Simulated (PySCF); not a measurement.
## InP and its ions

UHF; In def2-SVPD with ECP28, P def2-SVPD; scalar-relativistic core potentials (PySCF 2.14). Neutral (UHF): triplet (π ↑↑), Re = 2.684 Å, ωe = 257 cm⁻¹, De = 0.84 eV, HOMO -6.96 eV, LUMO 0.08 eV.

InP⁺ (UHF): quartet (σ ↑, π ↑↑), Re = 3.511 Å, ωe = 62.0 cm⁻¹, De = 0.16 eV to In⁺ + P. The energies at the minima are -529.83555 hartree for InP and -529.61964 for InP⁺.

Q: Work out the adiabatic ionisation energy, without and with harmonic zero-point energies (1 hartree = 27.2114 eV, 1 eV = 8065.5 cm⁻¹), and the change of the bond length.

A: At UHF: 0.21591 hartree = 5.875 eV between the minima; the zero-point term (62.0 − 257.0)/2 cm⁻¹ = -0.012 eV makes it 5.863 eV. Re changes by +82.7 pm against the neutral. The electron leaves a σ orbital, and the ion is left as a loose complex of an ion and an atom.

Spin–orbit coupling is left out, which matters for elements this heavy, above all for dissociation energies. For an ion De counts to the pair picked by the measured ionisation energies or electron affinities, which need not be the lowest pair at this level. Hartree–Fock leaves out correlation, which carries a large part of most bond energies and some tenths to 1 eV of ionisation energies. States were picked by a PBE0 search and need not be the measured ground states.
